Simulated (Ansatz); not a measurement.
Level of theory: PBE-D3(BJ)/def2-TZVP in Ansatz (a program for electronic structure). No frequencies were computed at this level.

Ansatz 0.2 input:
```yaml
crystal:
  periodic: [false, false, false]
  atoms:
    - { symbol: Ge, position_ang: [-0.001776, 0.002696, 0.501808] }
    - { symbol: H, position_ang: [-0.119085, 1.382428, -0.174301] }
    - { symbol: H, position_ang: [-1.13693, -0.795543, -0.168119] }
    - { symbol: H, position_ang: [1.257791, -0.589582, -0.159386] }
basis:
  gaussian: { orbitals: def2-tzvp }
hamiltonian:
  xc: pbe
  dispersion: d3bj
relax:
  max_steps: 150
magnetization:
  spin_polarized: true
  initial_magnetization: 1
```

Output:

```
Functional definition: PBE
490 factors; their error is unknown
mean field evaluation 1: about -56555.5625 eV, gradient 1.8e1 eV
mean field evaluation 2: about -56555.6302 eV, gradient 2.0e1 eV
mean field evaluation 4: about -56556.5895 eV, gradient 5.3e-1 eV
mean field evaluation 8: about -56556.5809 eV, gradient 3.8e-2 eV
mean field -56556.58092994 eV, -2078.4160137479 hartree, gradient 4.4e-6 eV, S^2 0.751551; 0 other end points of the search recorded, 0 dependent functions left out
reference -56556.58095992 eV, -2078.4160148498 hartree; 18, 17 occupied and 48, 49 virtual orbitals, 490 factors
relax step   1: F+E_penalty+E_count = -56556.61738227 eV  Δ(F+E_penalty+E_count) = +0.000e0 eV  max|allowed force component| = 7.476e-1 eV/Å  Δτ_max = 0.0000 Å  (24 SCF iters, accepted)
these checks for a lower state are left out or cut short: starts, cluster_reference, orbital_swaps, neighbouring_geometries, increment
490 factors; their error is unknown
mean field evaluation 16: about -56556.5997 eV, gradient 6.1e0 eV
mean field -56556.68280433 eV, -2078.4197575627 hartree, gradient 9.3e-6 eV, S^2 0.751795; 0 other end points of the search recorded, 0 dependent functions left out
reference -56556.68283540 eV, -2078.4197587044 hartree; 18, 17 occupied and 48, 49 virtual orbitals, 490 factors
relax step   2: F+E_penalty+E_count = -56556.71868981 eV  Δ(F+E_penalty+E_count) = -1.013e-1 eV  max|allowed force component| = 4.924e-1 eV/Å  Δτ_max = 0.1795 Å  (27 SCF iters, accepted)
these checks for a lower state are left out or cut short: starts, cluster_reference, orbital_swaps, neighbouring_geometries, increment
490 factors; their error is unknown
mean field -56556.71493021 eV, -2078.4209381670 hartree, gradient 2.3e-5 eV, S^2 0.751679; 0 other end points of the search recorded, 0 dependent functions left out
reference -56556.71496106 eV, -2078.4209393005 hartree; 18, 17 occupied and 48, 49 virtual orbitals, 490 factors
relax step   3: F+E_penalty+E_count = -56556.75097476 eV  Δ(F+E_penalty+E_count) = -3.228e-2 eV  max|allowed force component| = 1.109e-1 eV/Å  Δτ_max = 0.0444 Å  (25 SCF iters, accepted)
these checks for a lower state are left out or cut short: starts, cluster_reference, orbital_swaps, neighbouring_geometries, increment
490 factors; their error is unknown
mean field evaluation 32: about -56556.7161 eV, gradient 2.3e-5 eV
mean field -56556.71607118 eV, -2078.4209800970 hartree, gradient 2.3e-5 eV, S^2 0.751694; 0 other end points of the search recorded, 0 dependent functions left out
reference -56556.71610202 eV, -2078.4209812300 hartree; 18, 17 occupied and 48, 49 virtual orbitals, 490 factors
relax step   4: F+E_penalty+E_count = -56556.75212758 eV  Δ(F+E_penalty+E_count) = -1.153e-3 eV  max|allowed force component| = 3.103e-2 eV/Å  Δτ_max = 0.0053 Å  (25 SCF iters, accepted)
these checks for a lower state are left out or cut short: starts, cluster_reference, orbital_swaps, neighbouring_geometries, increment
490 factors; their error is unknown
mean field -56556.71613878 eV, -2078.4209825811 hartree, gradient 8.1e-5 eV, S^2 0.751703; 0 other end points of the search recorded, 0 dependent functions left out
reference -56556.71616961 eV, -2078.4209837141 hartree; 18, 17 occupied and 48, 49 virtual orbitals, 490 factors
relax step   5: F+E_penalty+E_count = -56556.75219245 eV  Δ(F+E_penalty+E_count) = -6.486e-5 eV  max|allowed force component| = 2.659e-3 eV/Å  Δτ_max = 0.0029 Å  (19 SCF iters, accepted)
490 factors; their error is unknown
mean field -56556.71613878 eV, -2078.4209825811 hartree, gradient 8.1e-5 eV, S^2 0.751703; 1 other end points of the search recorded, 0 dependent functions left out
reference -56556.71616961 eV, -2078.4209837142 hartree; 18, 17 occupied and 48, 49 virtual orbitals, 490 factors
Total energy: -56556.75222328 eV, -2078.4223086620 hartree
Atom 0 at    -0.001442     0.001716     0.359394 Å, force     0.000017    -0.000009    -0.002659 eV/Å
Atom 1 at    -0.126281     1.469117    -0.127336 Å, force    -0.000051     0.000571     0.000884 eV/Å
Atom 2 at    -1.208938    -0.845220    -0.120612 Å, force    -0.000480    -0.000327     0.000884 eV/Å
Atom 3 at     1.336661    -0.625614    -0.111444 Å, force     0.000514    -0.000235     0.000890 eV/Å
Dipole moment:    -0.000044     0.000051     0.010967 e Å
```

Cost: about 4 core-seconds (a rough figure).
